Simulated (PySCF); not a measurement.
## How methods differ on the excitation energy of Ar+

Ar+ [Ne] 3s2 3p5 (2P) → Ar+ [Ne] 3s1 3p5 4s1 (4P), as a difference of total energies. Calculation: PySCF 2.14, in dyall-acv3z (19s12p6d4f, 113 functions); scalar relativity by spin-free X2C-1e. The calculations carry no spin-orbit coupling.

```json
{"method": "LDA", "excitation energy (eV)": "31.334"}
{"method": "PBE", "excitation energy (eV)": "31.316"}
{"method": "PBE0", "excitation energy (eV)": "32.063"}
{"method": "r2SCAN", "excitation energy (eV)": "32.093"}
{"method": "HSE06", "excitation energy (eV)": "32.043"}
{"method": "PBEsol", "excitation energy (eV)": "31.310"}
{"method": "revPBE", "excitation energy (eV)": "31.333"}
```

The upper state lies above the first ionisation limit, where it may autoionise and the basis confines it. A Rydberg-like electron needs more diffuse functions than a valence basis has.

The promoted electron is Rydberg-like, and one or two diffuse shells describe it only roughly, which tends to raise the upper state.
